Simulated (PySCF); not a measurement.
Input for PySCF: R-BP86/6-31G* on C3H10Si (SMILES CC[SiH2]C), a point of a torsion scan.

```python
from pyscf import gto, scf, dft, mp
from pyscf.data.elements import chemcore

mol = gto.M(
    atom='''
    C     1.92703921    0.27691135   -0.78514323
    C     0.92283188    0.44980782    0.35022301
    Si   -0.60424418   -0.68199864    0.18651804
    C    -0.17110765   -2.43060495    0.78824709
    H     2.78195384    0.93919519   -0.65383220
    H     1.46493989    0.50580203   -1.74280629
    H     2.29605914   -0.74599532   -0.82292265
    H     1.42596814    0.26381879    1.30094668
    H     0.60115911    1.49245978    0.37376107
    H    -1.69249752   -0.14139448    1.01368524
    H    -1.03931050   -0.72451590   -1.21600152
    H     0.64670100   -2.86101418    0.21661687
    H    -1.02234041   -3.09781011    0.69268796
    H     0.12607213   -2.42625990    1.83341491
    ''',
    basis='6-31g*',
    cart=True,
    charge=0, spin=0, verbose=3, max_memory=1800)
mf = dft.RKS(mol, xc='b88,p86')
mf.conv_tol = 1e-8
mf.max_cycle = 100
mf.kernel()
if not mf.converged:
    mf = mf.newton().run(mf.mo_coeff, mf.mo_occ)
```

Give the final energy of this run.

-409.8366 hartree.
